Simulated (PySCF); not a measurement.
## Bond length, frequency and bond energy of KCd⁺ by level of theory

State: ¹Σ⁺ (singlet), closed shell. Set-up: K def2-SVP, Cd def2-SVP with ECP28; scalar-relativistic core potentials (PySCF 2.14). De refers to K⁺ + Cd in their ground configurations, without counterpoise correction. A positive dipole points towards Cd; it is taken about the centre of mass and depends on that origin.

```json
{"Level": "RHF-MP2", "Re (Å)": "3.692", "ωe (cm⁻¹)": "71.3", "De (eV)": "0.240", "μ (D)": "n/a"}
{"Level": "RHF-SCS-MP2", "Re (Å)": "3.723", "ωe (cm⁻¹)": "69.4", "De (eV)": "0.229", "μ (D)": "n/a"}
{"Level": "RHF-CCSD", "Re (Å)": "3.737", "ωe (cm⁻¹)": "69.0", "De (eV)": "0.231", "μ (D)": "n/a"}
{"Level": "RHF-CCSD(T)", "Re (Å)": "3.732", "ωe (cm⁻¹)": "69.2", "De (eV)": "0.230", "μ (D)": "n/a"}
{"Level": "PBE", "Re (Å)": "3.671", "ωe (cm⁻¹)": "68.1", "De (eV)": "0.245", "μ (D)": "-10.63"}
{"Level": "r²SCAN", "Re (Å)": "3.686", "ωe (cm⁻¹)": "66.5", "De (eV)": "0.221", "μ (D)": "-10.74"}
{"Level": "TPSSh", "Re (Å)": "3.701", "ωe (cm⁻¹)": "66.6", "De (eV)": "0.237", "μ (D)": "-10.65"}
{"Level": "B3LYP", "Re (Å)": "3.714", "ωe (cm⁻¹)": "64.9", "De (eV)": "0.216", "μ (D)": "-10.83"}
{"Level": "PBE0", "Re (Å)": "3.684", "ωe (cm⁻¹)": "67.8", "De (eV)": "0.240", "μ (D)": "-10.59"}
{"Level": "MN15", "Re (Å)": "3.710", "ωe (cm⁻¹)": "66.4", "De (eV)": "0.235", "μ (D)": "-10.84"}
```

The bond length runs from 3.671 Å (PBE) to 3.737 Å (RHF-CCSD). De spans 0.22 eV (B3LYP, global hybrid GGA) to 0.25 eV (PBE, GGA).

Correlated steps freeze 5 core orbitals. Closed-shell solutions of metal pairs were not tested for spin polarisation, which can lower them a little. The bond is weak. Basis-set superposition, not corrected here, can be much of De in a small basis, most of all at correlated wavefunction levels. For an ion De counts to the pair picked by the measured ionisation energies or electron affinities, which need not be the lowest pair at this level.

The whole job (state search and all levels along the bond) took about 2.1 min on 1 thread of Arm Neoverse V1 (shared host), peak memory 0.68 GiB.
